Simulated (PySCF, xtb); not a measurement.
Si(H)(Cl)2(NH2) (Cl2H3NSi), SMILES N[SiH](Cl)Cl. Other conformers were not sampled.

Harmonic wavenumbers (cm⁻¹) from GFN2-xTB (xtb) at its own minimum, in rising order: 139, 166, 234, 245, 414, 468, 521, 661, 661, 804, 921, 1496, 2272, 3489, 3528.

What does PBE-D3(BJ)/def2-SVP in PySCF 2.14.0 give at its own minimum? (The exact figures need the calculation; the answer reports its results.)

132, 186, 241, 288, 412, 494, 564, 694, 806, 867, 885, 1483, 2229, 3484, 3583. Paired by order, the mean absolute difference is 36 cm⁻¹ and the zero-point energies are 22.9 and 23.4 kcal/mol.
